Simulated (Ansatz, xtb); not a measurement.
## Two structures of I4Sn

We compare I, a singlet given by its coordinates, with II, `[I][Sn]([I])([I])[I]`, a singlet. Both are isolated molecules in the gas phase, relaxed with r2SCAN-D4/def2-SVP.

I (Å):

```xyz
5

I     0.8034   -1.5775   -0.6689
I    -0.6401    0.6102    3.3074
I     0.0292    3.0952   -0.1597
I    -0.3829   -3.5617   -2.3189
Sn    0.8470    0.7769    1.0253
```

Close contacts (Å): I1–I4 2.84, I1–Sn5 2.90, I2–Sn5 2.73, I3–Sn5 2.73.

II (Å):

```xyz
5

I    -2.3688   -2.2353   -0.0912
I     1.5913   -1.2354   -1.7174
I     0.4123    0.2314    2.2557
I    -1.4853    1.8833   -1.3495
Sn   -0.4626   -0.3390   -0.2256
```

Estimate E(II) − E(I) at the level CCSD(T)/def2-SVP + ΔMP2/def2-TZVPP.

Calculated at CCSD(T)/def2-SVP + ΔMP2/def2-TZVPP: E(II) − E(I) = −1.640 eV, so structure II lies lower.

The same difference at several levels:

```
                             level            geometry  E(II) − E(I) (eV)  departure from the last row (eV)  job, with rough time for the two
                r2SCAN-D4/def2-SVP  r2SCAN-D4/def2-SVP              −1.472                            +0.169             optimisation, 2.2 min
                       HF/def2-SVP  r2SCAN-D4/def2-SVP              −2.266                            −0.626           part of the CCSD(T) run
                      MP2/def2-SVP  r2SCAN-D4/def2-SVP              −2.078                            −0.438           part of the CCSD(T) run
                  CCSD(T)/def2-SVP  r2SCAN-D4/def2-SVP              −1.905                            −0.264                      single point
CCSD(T)/def2-SVP + ΔMP2/def2-TZVPP  r2SCAN-D4/def2-SVP              −1.640                                               single point, 3.5 min
```

None of the levels shown reverses the order. The largest departure from CCSD(T)/def2-SVP + ΔMP2/def2-TZVPP is that of HF/def2-SVP, 0.626 eV. Levels run at GFN2-xTB geometries aren't shown. The last row adds to CCSD(T) the change of the MP2 difference between the two basis sets, here +0.264 eV, a large step that makes the value less sure.

With harmonic frequencies from r2SCAN-D4/def2-SVP (ideal gas, rigid rotor, one conformer each, 298.15 K, 1 atm): on the last row, ΔE + ΔZPE = −1.626 eV. A mode under 50 cm⁻¹ makes harmonic enthalpies and free energies unreliable, so none is given.

The correlated steps freeze 20 core orbitals; the filled d shell of I and Sn is correlated, in a basis made for valence electrons. Atoms past krypton carry core potentials in the def2 sets and no spin–orbit term is included. Run with Ansatz 0.2.0; the last row on 2 threads of Arm Neoverse V1 on a shared host.
